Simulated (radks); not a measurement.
Species: the vanadium ion V2+. Configuration: [Ar] 3d3 (the NIST ground configuration).

Method: scalar-relativistic Kohn-Sham, r2SCAN, spin-polarised, spherical densities, finite nucleus; open shells are filled with parallel spins first; meta-GGA in the generalised Kohn-Sham scheme; Fermi nuclear charge, rms radius 3.6002 fm; computed with a radial shooting solver on a logarithmic mesh with Libxc functionals.

Energy parts (eV):
total: -25809.443
kinetic: 26050.277
electron-nucleus: -61086.040
Hartree: 10452.923
exchange-correlation: -1226.603

Orbitals (lengths in bohr, moments of r in powers of bohr; <r^-3> diverges for s and p1/2; r(90%) holds 90 % of the orbital's charge):
orbital  occ.  eigenvalue (eV)  <r^-3>     <r^2>   <1/r>  r(90%)
1s down     1        -5402.173       -  0.005940   22.84   0.119
1s up       1        -5402.136       -  0.005940   22.84   0.119
2s up       1        -627.0245       -    0.1119   4.813   0.477
2s down     1        -625.6899       -    0.1115   4.821   0.476
2p up       3        -524.8329   310.7   0.09257   4.700   0.450
2p down     3        -523.8105   311.7   0.09212   4.708   0.449
3s up       1         -90.5766       -     1.038   1.481    1.42
3s down     1         -86.7482       -     1.043   1.475    1.42
3p up       3         -63.2641   36.24     1.211   1.348    1.56
3p down     3         -59.4183   35.87     1.218   1.343    1.57
3d up       3         -22.3257   2.774     2.134   1.015    2.20
3d down     0         -18.3293   2.754     2.236   1.007    2.25
4s up       0         -17.5478       -     8.717  0.4741    4.06
4p up       0         -12.5227   3.518     12.42  0.3931    4.87

The highest occupied level is 3d up at -22.326 eV. Spin moment in Bohr magnetons: 3. The electron density at the nucleus is 9931 e/bohr^3 (large components only). The density falls to 0.001 e/bohr^3 at r = 3.11 bohr. The spin density at the nucleus is -0.744 e/bohr^3 (1s 0.027, 2s -1.321, 3s 0.550). Summed over all electrons, <r^2> = 16.56 bohr^2, which gives a Langevin (diamagnetic) susceptibility term of -13.1 x 10^-6 cm^3/mol. For comparison, the ionisation energy in NIST's Atomic Spectra Database is 29.311 eV (measured). In exact Kohn-Sham theory the highest level is minus the ionisation energy, but local and semilocal functionals leave it too shallow, through self-interaction and a potential that decays too fast; potentials with the right tail come closer.
